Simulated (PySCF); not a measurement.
**How the method changes the constants of CsSe**

State: ²Π (doublet), unpaired electrons π ↑. Set-up: Cs def2-TZVPP with ECP46, Se def2-TZVPP; scalar-relativistic core potentials (PySCF 2.14). De refers to Cs + Se in their high-spin ground configurations, without counterpoise correction. The functionals are run spin-unrestricted. A positive dipole means Cs(−)Se(+).

```tsv
Level	Re (Å)	ωe (cm⁻¹)	De (eV)	μ (D)	CPU s a point (SCF and correlation, without the integrals)
UHF	3.331	125	1.64	-12.36	0.89
UHF-MP2	3.240	132	2.41	n/a	1.7
UHF-SCS-MP2	3.259	130	2.41	n/a	n/a
UHF-CCSD	3.263	130	2.35	n/a	n/a
UHF-CCSD(T)	3.258	130	2.40	n/a	140
PBE	3.218	131	2.65	-10.07	1.4
r²SCAN	3.231	132	2.74	-10.89	2
B3LYP	3.253	129	2.56	-10.76	2.2
PBE0	3.210	134	2.62	-10.69	2.6
B97-3	3.246	129	2.70	-11.08	1.4
M06	3.228	133	2.76	-10.82	2.5
HSE06	3.215	134	2.64	-10.66	2.4
MN15	3.227	132	2.56	-11.17	2.7
```

The bond length runs from 3.210 Å (PBE0) to 3.331 Å (UHF). De spans 1.64 eV (UHF, mean field) to 2.76 eV (M06, hybrid meta-GGA). Correlation at CCSD(T) changes the Hartree–Fock bond energy by +0.76 eV; the triples alone change it by +0.05 eV.

Correlated steps freeze 9 core orbitals. Spin–orbit coupling is left out, which matters for elements this heavy, above all for dissociation energies. The state is the lowest determinant that a PBE0 search found; another state may lie lower at other levels.

The whole job (state search and all levels along the bond) took about 23 min on 1 thread of Arm Neoverse V1 (shared host), peak memory 2.2 GiB.
